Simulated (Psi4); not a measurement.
Psi4 input (wB97X-D/6-311+G**):

```
memory 1500 MB

molecule {
0 2
N    -0.00019200    0.02806200   -0.31965000
O     1.09765700   -0.02347800    0.13820500
O    -1.09748900   -0.00107600    0.14148900
symmetry c1
no_reorient
no_com
}

set {
  basis 6-311+G**
  reference uks
  scf_type pk
  dft_radial_points 99
  dft_spherical_points 590
  e_convergence 1e-8
  d_convergence 1e-7
  maxiter 150
}

e = energy('wb97x-d')
print_out(f'\nFINAL {e:.10f} DIPOLE {variable("CURRENT DIPOLE")[0]:.6f} {variable("CURRENT DIPOLE")[1]:.6f} {variable("CURRENT DIPOLE")[2]:.6f}\n')
```

From the output:

```
  HONO-1 :   11  A 1.9989013
  HONO-0 :   12  A 1.0000000
  LUNO+0 :   13  A 0.0010987
  LUNO+1 :   14  A 0.0005765
  LUNO+2 :   15  A 0.0001405
  LUNO+3 :   16  A 0.0000599

Computation Completed

Properties will be evaluated at   0.000000,   0.000000,   0.000000 [a0]

Properties computed using the SCF density matrix

 Multipole Moments:

 ------------------------------------------------------------------------------------
     Multipole            Electronic (a.u.)      Nuclear  (a.u.)        Total (a.u.)
 ------------------------------------------------------------------------------------

 L = 1.  Multiply by 2.5417464519 to convert [e a0] to [Debye]
 Dipole X            :         -0.0000874            0.0000000           -0.0000874
 Dipole Y            :          0.0126369            0.0000038            0.0126407
 Dipole Z            :         -0.1439922            0.0000038           -0.1439885
 Magnitude           :                                                    0.1445423

 ------------------------------------------------------------------------------------

FINAL -205.0671467562 DIPOLE -0.000087 0.012641 -0.143988

*** Psi4 exiting successfully. Buy a developer a beer!
```

The geometry given is a B3LYP-D3(BJ)/def2-TZVP minimum.
